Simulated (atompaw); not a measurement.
**u(r) = r·R(r): atom against pseudo-atom (Mg (Z = 12))**

Columns: radius, all-electron u(r) and pseudo u(r) of the 3s shell (level -11.38 eV) of magnesium in the configuration [Ne] 3s1 3p0; PBE, scalar-relativistic, PAW (atompaw) scheme, atompaw 4.2.0.5.

```
r (bohr)  all-electron  pseudo
   0.113        0.1062  0.0452
   0.227       -0.0900  0.0907
   0.340       -0.2331  0.1356
   0.454       -0.2813  0.1805
   0.567       -0.2557  0.2245
   0.681       -0.1846  0.2682
   0.794       -0.0909  0.3106
   0.908        0.0121  0.3522
   1.021        0.1138  0.3920
   1.135        0.2105  0.4304
   1.248        0.2974  0.4664
   1.362        0.3748  0.5004
   1.475        0.4408  0.5314
   1.588        0.4961  0.5593
   1.702        0.5418  0.5841
   1.815        0.5776  0.6049
   1.929        0.6051  0.6220
   2.042        0.6248  0.6348
   2.156        0.6380  0.6434
   2.269        0.6449  0.6476
   2.383        0.6464  0.6476
   2.496        0.6431  0.6435
   2.610        0.6354  0.6355
   2.723        0.6241  0.6242
   2.837        0.6097  0.6097
   2.950        0.5927  0.5927
```

How many radial nodes do the two functions have?

The all-electron 3s function has n − l − 1 = 2; the pseudo-wave has 0, since the states of the same l below it are removed with the core.

Is the pseudo-wave norm-conserving?

No, it belongs to a PAW set: the norm inside the radius is not constrained, and the difference is carried by the augmentation charge.
